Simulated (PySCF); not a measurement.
# Working out the ionisation energy of Kr²⁺

Kr²⁺ [Ar] 3d10 4s2 4p4 (3P) → Kr³⁺ [Ar] 3d10 4s2 4p3 (4S). All numbers are calculated (PySCF 2.14, scalar relativity by spin-free X2C-1e, in x2c-QZVPPall (11s8p5d4f1g, 97 functions)). Frozen: [Ne]. Energies in hartree (1 hartree = 27.21139 eV):

```json
{"part": "UHF", "Kr²⁺ (lower)": "-2786.940198", "Kr³⁺ (upper)": "-2785.678474"}
{"part": "MP2 opposite-spin", "Kr²⁺ (lower)": "-0.580249", "Kr³⁺ (upper)": "-0.550244"}
{"part": "MP2 same-spin", "Kr²⁺ (lower)": "-0.297556", "Kr³⁺ (upper)": "-0.291451"}
```

**Question.** What does Hartree-Fock give?

**Answer.** (-2785.678474) − (-2786.940198) = 1.261724 hartree = 34.333 eV.

**Question.** What do MP2 and SCS-MP2 (6/5 opposite-spin, 1/3 same-spin) give?

**Answer.** The opposite-spin parts differ by 0.816 eV and the same-spin parts by 0.166 eV. MP2: 34.333 + (0.816) + (0.166) = 35.315 eV. SCS-MP2: 34.333 + 1.2 × (0.816) + (0.166)/3 = 35.368 eV.

A first-order spin-orbit estimate adds 0.239 eV to MP2 (valence and next inner shell), giving 35.554 eV against 35.838 ± 0.02 eV (measured; NIST Atomic Spectra Database, ionization energies).

What remains against the reference includes basis incompleteness, the frozen core and correlation beyond second order.
